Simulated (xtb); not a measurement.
H5Mo, SMILES [MoH5+] (connectivity only; charge and spin as stated), charge +1, multiplicity 1. All values are semi-empirical tight-binding results from xtb (GFN2-xTB unless named), good for trends rather than for accurate numbers. Geometry optimised at GFN2-xTB. The spin state was assumed, not searched.

For metal compounds this method's bond lengths and energies can be far off.

```json
{
 "point_group_as_xtb_finds_it": "C4v",
 "orbital_gap": "1.32 eV",
 "zero_point_energy": "19.9 kcal/mol",
 "G − E(el) at 298.15 K (modified RRHO)": "5.6 kcal/mol"
}
```
